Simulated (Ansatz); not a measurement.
`C=CC(=C)[SiH3]` + H₂O → `C=C(O)[SiH3]` + `C=C` at 500 K and 1 bar (formal hydrolysis of a C–C bond).

Gas-phase electronic energies from Ansatz, PBE0-D4/def2-TZVP geometries. CCSD(T)/CBS adds triple-zeta CCSD(T) − MP2 to the extrapolated MP2 energy (def2 sets, frozen cores). This one scheme is used for every species. One conformer a species, not always the lowest.

| species | CCSD(T)/CBS energy (Eh) | H − E (kJ/mol) | S (J/(mol·K)) |
| --- | --- | --- | --- |
| `C=CC(=C)[SiH3]` | -446.05662 | 312.1 | 404.5 |
| H₂O | -76.37941 | 73.2 | 206.3 |
| `C=C(O)[SiH3]` | -443.92889 | 229.0 | 380.2 |
| `C=C` | -78.48111 | 155.1 | 245.3 |

H − E and S are ideal-gas, rigid-rotor, harmonic terms from PBE0-D4/def2-TZVP, for one conformer and one mirror image of each species. 1 Eh = 2625.50 kJ/mol, R = 8.31446 J/(mol·K).

Problem. By hand: ΔE, ΔH, ΔS and ΔG.

Solution. ΔE = (-443.92889) + (-78.48111) − (-446.05662) − (-76.37941) = 0.02603 Eh = 68.3 kJ/mol. Δ(H − E) = 229.0 + 155.1 − 312.1 − 73.2 = -1.2, so ΔH = 67.1 kJ/mol. ΔS = 380.2 + 245.3 − 404.5 − 206.3 = 14.7 J/(mol·K). ΔG = 67.1 − 500 × (14.7)/1000 = 59.7 kJ/mol.

Problem. By hand: the equilibrium constant, and the temperature at which ΔG would vanish if ΔH and ΔS stayed fixed.

Solution. log₁₀ K = −ΔG/(RT ln 10) = -6.2. ΔG = 0 at ΔH/ΔS = 4565 K, far beyond where these terms or the molecules hold.

The number of gas molecules stays the same, so ΔS is small and ΔH decides. A doubt of 5 kJ/mol in ΔE shifts log₁₀ K by 0.5 here. Other conformers and mirror images would add mixing entropy, several J/(mol·K) or more a flexible species. Modes under 60 cm⁻¹, often nearly free rotors, make the harmonic entropy too high. These are equilibria of isolated gas molecules and say nothing of rates. Largest T1 diagnostic: 0.013 (customary marks: 0.02 for closed shells, 0.045 for open ones).
